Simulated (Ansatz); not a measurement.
Consider the silylene formation by 1,1-elimination: `OCSC[SiH3]` → `CSCO` + `[SiH2]`.

Isolated molecules relaxed with PBE0-D4/def2-TZVP in Ansatz; ΔE leaves out vibrations. CCSD(T)/CBS adds triple-zeta CCSD(T) − MP2 to the extrapolated MP2 energy (def2 sets, frozen cores). This one scheme is used for every species. DFT in def2-TZVPP. HSE06 is defined as in plane-wave codes. One conformer a species, not always the lowest.

```
        level  ΔE (kJ/mol)
        HSE06        232.8
HF/def2-QZVPP        203.8
```

Task: What does CCSD(T)/CBS give? (Estimate.)

Result: Computed: +231.0 kJ/mol. The listed levels differ from it by 1.8, -27.2 kJ/mol.

Largest T1 diagnostic among the species: 0.014.

From PBE to PBE0 (25 % exact exchange), in def2-TZVPP and without D4, ΔE moves by +8.3 kJ/mol. At CCSD(T), def2-SVP lies −15.6 kJ/mol from the extrapolated value and def2-TZVPP −7.1 kJ/mol.
